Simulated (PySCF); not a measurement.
Computed IR spectrum (relative IR intensity) of a molecule C₂H₉FSi₂. Geometry optimised at PBE-D3(BJ)/def2-SVP. Other conformers were not sampled. These are PBE-D3(BJ)/def2-SVP (PySCF) values and carry that method's errors. Frequencies are harmonic and unscaled.

Lines under 2 % of the strongest are left out, and lines within 2 cm⁻¹ are merged.

| ν (cm⁻¹) | relative intensity |
|---|---|
| 610 | 8.1 |
| 685 | 22 |
| 758 | 13 |
| 826 | 4.8 |
| 873 | 100 |
| 906 | 31 |
| 913 | 9.2 |
| 924 | 32 |
| 950 | 4.7 |
| 982 | 13 |
| 1030 | 7.2 |
| 1089 | 10 |
| 1428 | 2.6 |
| 2155 | 19 |
| 2164 | 18 |
| 2167 | 16 |
| 2173 | 33 |
| 2183 | 50 |
| 2960 | 6.8 |
| 3044 | 3.5 |
| 3051 | 2.5 |

Q: Pick the molecule that these values belong to.
(A) CC[Si@H](F)[SiH3]
(B) C[SiH2][SiH2]CF
(C) C[Si](C)(F)[SiH3]
(D) C[C@H]([SiH3])[SiH2]F

A: D, C[C@H]([SiH3])[SiH2]F
